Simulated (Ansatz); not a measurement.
iminoborane (H2BN), singlet, geometry from GFN2-xTB. Base run: HF/3-21G (Ansatz, a quantum-chemistry and plane-wave program).

Input for Ansatz:
Ansatz 0.2 input:
```yaml
crystal:
  periodic: [false, false, false]
  atoms:
    - {symbol: B, position_ang: [0.69743449, 0.01758553, 0.01585591]}
    - {symbol: N, position_ang: [-0.54198802, -0.01075454, -0.01043728]}
    - {symbol: H, position_ang: [1.83680038, 0.04037551, 0.03791482]}
    - {symbol: H, position_ang: [-1.53005672, -0.05302143, -0.04413341]}
basis:
  gaussian:
    orbitals: 3-21G.json
hamiltonian:
  xc: hf
```
The basis file holds 3-21G in the JSON format of the Basis Set Exchange.

Variants of this job, named by their change:

| change | E (Eh) |
|---|---|
| base | -79.85225 |
| functional = B2PLYP | -80.24853 |
| functional = PBE0-DH | -80.23551 |
| functional = SVWN5 | (withheld) |
| functional = pbe0 | -80.25222 |
| functional = pbe0; dispersion = d3bj | -80.25333 |
| functional = r2scan | -80.30545 |
| functional = BHLYP | (withheld) |
| functional = b3lyp; dispersion = d4 | (withheld) |
| functional = b3lyp; dispersion = d3bjatm | -80.36512 |
| functional = hse06 | -80.24771 |
| functional = b3lyp5 | (withheld) |
| functional = revpbe | -80.33203 |

Problem. Some entries are withheld; supply them.

Solution. 
- functional = SVWN5, E (Eh): -79.61324
- functional = BHLYP, E (Eh): -80.31016
- functional = b3lyp; dispersion = d4, E (Eh): -80.36457
- functional = b3lyp5, E (Eh): -80.31149

Absolute energies of different levels of theory aren't comparable as measures of quality.
